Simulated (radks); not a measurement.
Charge is removed step by step from the 6s1/2 level of neutral praseodymium, starting from [Xe] 4f3 6s2. Method: Dirac Kohn-Sham, PBEsol, spin-unpolarised, spherical densities, point nucleus; open shells are shared between the two j in proportion to 2j + 1; computed with a radial shooting solver on a logarithmic mesh with Libxc functionals.

removed (e)  E - E(0) (eV)  eigenvalue (eV)  E minus straight line (eV)
0                    0.000           -3.480                       0.000
0.25                 1.007           -4.583                      -0.428
0.5                  2.295           -5.723                      -0.576
0.75                 3.871           -6.891                      -0.436
1                    5.742           -8.081                       0.000

Removing the whole electron costs 5.742 eV by Delta-SCF, against 3.480 eV from minus the eigenvalue at the starting occupation. Slater's transition state (half an electron removed) gives 5.723 eV. Integrating minus the eigenvalue over the occupation (Janak's theorem) gives 5.742 eV. The mean slope of the eigenvalue, de/dn, is 4.60 eV per electron. Ionisation energy of Pr in the NIST Atomic Spectra Database: 5.470 eV (semi-empirical).

Beside tabulated values, note that spin-unpolarised runs miss the spin-polarisation part of the exchange energy of open shells.
